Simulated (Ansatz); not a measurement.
C₂H₆S₂Sn, SMILES `C[S][Sn][S]C`, relaxed with RKS PBE0-D4/def2-TZVP in the Gaussian-basis code of Ansatz from a PBE-D4/def2-SVP geometry. The force threshold is 0.005 eV/Å; the program also tests the step.

Charge 0, multiplicity 1. Sn takes the def2 core potential.

Start:

```xyz
11

C    -0.817   -1.401    0.424
S    -0.071   -0.907    2.028
Sn    2.228   -0.074    1.561
S     1.920    0.852   -0.730
C     0.180    1.422   -0.871
H    -0.075   -1.372   -0.396
H    -1.668   -0.739    0.172
H    -1.191   -2.437    0.540
H     0.204    2.464   -1.244
H    -0.375    0.794   -1.593
H    -0.336    1.397    0.109
```

Task: By how much does the energy fall, and how many steps does the optimiser take? (An estimate is asked.)

Result: Computed: 7.18 kJ/mol, in 8 steps, 2 of them rejected.

Task: Which bonds change most? (Best estimate.)

Result: Ansatz gave: S2–Sn3 from 2.490 to 2.432 Å; Sn3–S4 from 2.489 to 2.432 Å; C1–S2 from 1.837 to 1.816 Å; S4–C5 from 1.837 to 1.816 Å.

Task: Give the relaxed structure. (Best estimate.)

Result: The calculation gave: 
```xyz
11

C    -0.819   -1.384    0.426
S    -0.010   -0.967    1.997
Sn    2.204   -0.069    1.545
S     1.913    0.908   -0.664
C     0.179    1.404   -0.874
H    -0.113   -1.360   -0.402
H    -1.640   -0.696    0.226
H    -1.218   -2.393    0.526
H     0.180    2.425   -1.254
H    -0.317    0.757   -1.597
H    -0.360    1.374    0.072
```
